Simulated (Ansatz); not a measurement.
Cost and result for the atomization energy of `Br[SiH]1CCO1` (10 atoms, 10 bonds).

Z-matrix (Å, degrees):
```
Si
C 1 1.864
C 1 2.258 2 42.7
Br 1 2.216 2 116.5 3 111.0
O 1 1.655 2 82.7 3 -2.4
H 1 1.480 2 122.3 3 -117.2
H 2 1.090 1 116.0 3 113.1
H 2 1.088 1 117.5 3 -114.2
H 3 1.092 1 127.1 2 -94.7
H 3 1.092 1 122.7 2 97.1
```

The species carries charge 0 and has multiplicity 1. Correlated methods include outer-core shells of Br, which these sets cover unevenly. Scalar relativity is left out up to krypton. Geometry: relaxed with PBE0-D4/def2-TZVP. Program: Ansatz. All runs use 4 threads of an Arm Neoverse V1 on a shared host. Times are those of one run each, without the atoms' runs, and a repeat can differ threefold. Electronic energies, without spin–orbit coupling; frozen cores. CCSD(T)/CBS adds CCSD(T) − MP2 in def2-TZVPP to the MP2 limit, and its time is that of the two runs behind it. T1 = 0.010. With those shells the extrapolation isn't a true limit. B3LYP takes the VWN-RPA correlation (the form of Gaussian; ORCA's B3LYP/G).

CCSD(T)/CBS is a level of theory with its own doubt, some kJ/mol a heavy atom from the limit and from the frozen cores, so smaller differences don't rank the functionals.

```csv
level,functions,wall time
PBE-D4/def2-TZVPP (with forces),253,3.1 s
PBE0-D4/def2-TZVPP,253,4 s
r2SCAN-D4/def2-TZVPP (with forces),253,6.5 s
B3LYP-D4/def2-TZVPP (with forces),253,6.5 s
B2PLYP/def2-TZVPP,253,7.5 s
ωB97X-V/def2-TZVPP,253,10 s
ωB97M-V/def2-TZVPP (with forces),253,15 s
MP2/def2-QZVPP,480,30 s
CCSD(T)/def2-TZVPP,253,4.4 min
CCSD(T)/CBS(def2),–,4.9 min
```

What atomization energy does each give, and how far from CCSD(T)/CBS? (An estimate is asked.)

Computed: 
```
                             level  atomization (kJ/mol)  difference from CCSD(T)/CBS  per bond
   PBE-D4/def2-TZVPP (with forces)                3875.2                         62.9       6.3
                PBE0-D4/def2-TZVPP                3814.7                          2.4       0.2
r2SCAN-D4/def2-TZVPP (with forces)                3820.2                          7.9       0.8
 B3LYP-D4/def2-TZVPP (with forces)                3780.7                        -31.6      -3.2
                 B2PLYP/def2-TZVPP                3751.5                        -60.8      -6.1
                ωB97X-V/def2-TZVPP                3817.7                          5.4       0.5
  ωB97M-V/def2-TZVPP (with forces)                3812.2                         -0.1       0.0
                    MP2/def2-QZVPP                3851.8                         39.5       4.0
                CCSD(T)/def2-TZVPP                3703.7                       -108.6      -10.9
                 CCSD(T)/CBS(def2)                3812.3                          0.0       0.0
```

The D4 term adds +39.1 kJ/mol with B3LYP and +20.4 kJ/mol with PBE0; it sums over pairs of atoms, weighted by their polarisabilities, and B3LYP, whose exchange is more repulsive, gets the larger term. From PBE to PBE0 (25 % exact exchange), in def2-TZVPP and without D4, the atomization energy moves by −56.8 kJ/mol: exact exchange takes away binding that semilocal exchange gives to molecules. In def2-TZVPP, CCSD(T) changes the Hartree–Fock value by +931.7 kJ/mol (the triples alone add +60.5 kJ/mol) and MP2 by +1015.6 kJ/mol; breaking electron pairs costs correlation energy, which Hartree–Fock lacks.
